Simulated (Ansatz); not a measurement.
`C#COC[SiH3]`. Total charge 0; spin multiplicity 1. All single points use the PBE0-D4/def2-TZVP geometry. It is one conformer, not always the lowest.

```xyz
11

C    -1.217    0.110    2.304
C    -1.183   -0.351    1.197
O    -1.176   -0.855    0.009
C     0.122   -0.910   -0.630
Si    0.840    0.796   -1.058
H    -1.262    0.523    3.282
H     0.806   -1.484    0.005
H    -0.044   -1.483   -1.544
H     1.183    1.563    0.163
H    -0.140    1.550   -1.878
H     2.073    0.541   -1.850
```

Question: What is the dipole moment at ωB97M-V/def2-TZVPP? (Best estimate.)

Answer: Ansatz gave: 1.75 D, with components (1.52, -0.24, -0.85) D in this frame, pointing from negative to positive charge.

Question: And with PBE, r2SCAN, B3LYP? (Best estimate.)

Answer: Ansatz gave: PBE 1.70 D, r2SCAN 1.76 D, B3LYP 1.75 D.

Question: Give the Mulliken charges with ωB97M-V, B3LYP, r2SCAN in def2-TZVPP. (Estimate.)

Answer: Computed: 
```
atom  ωB97M-V  B3LYP  r2SCAN
  C1    -0.24  -0.20   -0.32
  C2     0.03  -0.04    0.10
  O3    -0.26  -0.26   -0.26
  C4    -0.18  -0.09   -0.03
 Si5     0.16   0.26    0.27
  H6     0.25   0.26    0.25
  H7     0.13   0.11    0.08
  H8     0.14   0.12    0.08
  H9     0.00  -0.04   -0.05
 H10    -0.01  -0.05   -0.06
 H11    -0.02  -0.06   -0.07
```

B3LYP here is the variant with VWN-RPA as its local correlation; programs differ in this.
